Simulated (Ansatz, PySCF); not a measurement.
Species: C$_{2}$H$_{7}$Si, net charge 0, doublet state. SMILES: [SiH2]CC
Coordinates optimised at B3LYP-D3(BJ)/def2-TZVP (Ansatz, an electronic-structure program):
```xyz
10

C     -1.5047    -0.6675    -0.3072
C     -0.6468     0.5680     0.0106
Si     1.1911     0.1706     0.1835
H     -1.1975    -1.1339    -1.2450
H     -1.4218    -1.4213     0.4779
H     -2.5602    -0.3992    -0.3998
H     -0.7649     1.3213    -0.7731
H     -0.9876     1.0359     0.9381
H      1.7371    -0.3998    -1.0789
H      1.4285    -0.7952     1.2917
```
Charge 0, spin multiplicity 2.

Wanted: enthalpy of formation at 298 K, in kcal/mol. Set-up: valence correlation only; UHF or UKS for open shells; no dispersion term unless named; non-relativistic; spin-orbit terms left out; six Cartesian d functions in 6-31G* and its kin unless marked 5d; 6-311+G** with 5d, 6d on Na to Ar in Ansatz; LANL2DZ with its own core potentials from Na on. CBS(X,Y): correlation extrapolated as X^-3; Hartree-Fock from the larger set. Ab initio and DFT rows: single points at B3LYP-D3(BJ) geometries (Ansatz), with unscaled harmonic terms from B3LYP/6-31G* (Ansatz) at its own minima, enthalpies of formation by atomisation with measured atoms.

Coupled cluster (Ansatz) is a level with limits of its own, used here on species with T1 under 0.025 (0.045 for open shells) and stable references: CCSD(T)/CBS(aug-cc-pV(T+d)Z,aug-cc-pV(Q+d)Z).

Value to compare with, CCSD(T)/CBS(aug-cc-pV(T+d)Z,aug-cc-pV(Q+d)Z) (Ansatz): 31.6 kcal/mol.

```csv
level,program,enthalpy of formation at 298 K (kcal/mol),difference
HF/STO-3G,Ansatz,29.2,-2.4
HF/LANL2DZ,Ansatz,253.5,221.9
HF/6-311+G**,Ansatz,227.0,195.4
PBE/STO-3G,Ansatz,-195.4,-227.0
B3LYP/6-31G*,Ansatz,36.9,5.3
B3LYP/6-31G**,Ansatz,30.8,-0.8
B3LYP/def2-SVP,Ansatz,34.5,2.9
M06-2X/6-31G* (5d),PySCF,31.7,0.1
M06-2X/6-311+G**,PySCF,36.4,4.8
PBE0/def2-TZVPD,Ansatz,32.8,1.2
wB97M-V/def2-TZVPD,Ansatz,31.7,0.1
B2PLYP-D3(BJ)/def2-TZVPD,Ansatz + dftd3,39.2,7.6
```

Among the 9 habitual levels, PBE/STO-3G lies farthest from CCSD(T)/CBS(aug-cc-pV(T+d)Z,aug-cc-pV(Q+d)Z) (Ansatz) (-227.0 kcal/mol) and M06-2X/6-31G* (5d) nearest (0.1); 6 of 9 lie above it, and their mean absolute difference is 73.4 kcal/mol, the median 4.8. One case shows no general order.

The levels are drawn from those run, B3LYP/6-31G* more often than the rest, none by its result; left out are runs that failed, that the program found above a lower state of the same kind, or whose <S^2> lies over 0.5 above the pure value.
